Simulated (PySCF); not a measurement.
Radial density of Pt⁻ (platinum, charge -1)

UHF, [Xe] 4f14 5d9 6s2, 2D determinant. Computed with PySCF 2.14 in aug-cc-pwCVDZ-PP with ECP60MDF, with scalar relativity through the core potential. This is the valence pseudo-density: the core potential removes the inner electrons and smooths the orbitals near the nucleus.

```csv
r (bohr),4πr²ρ (e/bohr),4πr²(ρα − ρβ)
0.125,6.725e-05,0.0000
0.210,0.001125,0.0000
0.353,0.08009,0.0019
0.593,3.982,0.0791
0.997,15.48,0.6360
1.68,7.111,0.6193
2.82,1.674,0.1365
4.75,0.3442,-0.0150
7.98,0.04895,-0.0135
13.4,0.001126,-0.0005
```

Energies and moments cover only the electrons outside the core potential. Spin-orbit coupling, absent here, splits the open shell strongly.

Q: Where is the radial spin density 4πr²(ρα − ρβ) most negative, and why is it negative at all?

A: Around r = 4.75 bohr, down to -0.0150 e/bohr: exchange with the open shell polarises the paired shells in an unrestricted calculation.
